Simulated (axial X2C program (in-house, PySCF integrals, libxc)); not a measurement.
**Curves of IYbI⁺ from open-shell CI on f12 s0 d(πδ)1**

Calculated with an in-house all-electron X2C program for linear molecules (integrals from PySCF): two-component X2C with atomic mean-field Coulomb and Gaunt terms, basis I dyall-v3z, Yb dyall-v3z (cores contracted in-house). Orbitals come from Hartree–Fock averaged over the configuration Yb f12 s0 d(πδ)1; CI then distributes these electrons over the f, s, d(πδ) shells of Yb, the count in the first shell held.

Scan along the symmetric stretch (R is each bond); masses I 126.904 u, Yb 173.939 u, I 126.904 u. Energies in cm⁻¹ from the lowest point; levels are followed by energy order within each Ω. Lowest level at 2.715 Å: 100% f12 d(πδ)1.

```csv
R (Å),(1)Ω=9/2,(1)Ω=1/2,(1)Ω=3/2,(1)Ω=7/2,(1)Ω=5/2,(2)Ω=1/2,(2)Ω=3/2,(1)Ω=15/2,(2)Ω=5/2
2.525,4981,3934,4124,5002,4505,6031,6218,6850,6364
2.620,1150,759,936,1471,1254,2623,2707,3013,2742
2.715,0,114,255,431,450,1679,1751,1881,1888
2.824,1072,1587,1674,1571,1734,2919,3028,2988,3279
2.932,3902,4676,4713,4445,4684,5898,6048,5855,6355
3.054,8494,9444,9441,9065,9352,10643,10823,10479,11156
3.204,15281,16329,16307,15872,16187,17623,17818,17325,18157
```

Question: Fit the curves (1)Ω=9/2, (1)Ω=1/2, (1)Ω=3/2, (1)Ω=7/2, (1)Ω=5/2, (2)Ω=1/2, (2)Ω=3/2, (1)Ω=15/2, (2)Ω=5/2 near their minima.

Answer: From the open-shell CI curves, Te from the lowest:

```
    level  Te (cm⁻¹)  Re (Å)  ωe (cm⁻¹)
 (1)Ω=9/2          0   2.718      168.7
 (1)Ω=1/2         79   2.696      168.3
 (1)Ω=3/2        227   2.698      167.1
 (1)Ω=7/2        432   2.714      167.8
 (1)Ω=5/2        439   2.705      165.6
 (2)Ω=1/2       1677   2.710      168.6
 (2)Ω=3/2       1749   2.709      170.6
(1)Ω=15/2       1881   2.717      169.7
 (2)Ω=5/2       1875   2.704      172.1
```

Without dynamic correlation distances can be off by several hundredths of an Å (long for ionic bonds, short for multiple bonds) and the wavenumbers are rough.

The 9 lowest curves are shown; the next is (1)Ω=13/2, from 2109 cm⁻¹.

There is no dynamic correlation: spin–orbit spacings and, for f shells, spacings inside one term are the most reliable numbers, splittings between terms come out too wide, and energies between configurations are not reliable, so the lowest level need not be the ground state of the molecule. With the count in the first shell held, other counts are excluded: this configuration can lie several eV above the ground configuration of the molecule. At most 4 roots were kept for each Ω > 0 (twice that for Ω = 0) within 2.2 eV of the lowest, so higher up levels can be missing between those listed; levels with Ω > 0 are doubly degenerate and listed once, Ω = 0 levels singly. Some active spinors are only partly of the character that their shell is named for, so the shell names and counts are nominal. States that fill the shells left empty in the average are placed too high. The molecule was held linear; bending was not examined.
